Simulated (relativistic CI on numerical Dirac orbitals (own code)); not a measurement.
Computed by Dirac-Coulomb-Breit CI, KLI orbitals optimised for each configuration, model QED, unscaled Slater integrals (own radial code, finite nucleus).

The strongest absorption lines from the ground level of an ion, among the configurations computed and to levels below about 12100 eV (vacuum wavelength in Å, gf): 1.2260 (0.66), 1.4436 (1.5), 1.4443 (1.5), 1.4457 (0.93), 1.4552 (1.1), 1.6036 (1.8), 1.6098 (2.2), 1.6102 (2.6).

Task: Which ion is it?
A. Eu54+
B. Er61+
C. Ce49+
D. Er59+

Result: D. Er59+ has 9 electrons and the ground level 2s²2p⁵ ²P°3/2; the strongest line goes to 2s²2p⁴3d ²D5/2. The pattern of lines fixes the number of electrons, and along that sequence the line energies rise steadily with the charge (about as its square where n changes within one kind of shell, about linearly where n is kept but much faster in heavy ions where fine structure, which grows about as Z⁴, sets the gap, and irregularly where shells cross), which fixes Z. Configurations outside the model, such as inner-shell arrays, can give stronger lines. At this charge energies of transitions that change n are usually good to better than 1 %, and those within a shell (Δn = 0) to a few per cent.

LS names give the leading component of a level, which can be under half, so a name can repeat, a term be missing and a line seem to break the LS rules.
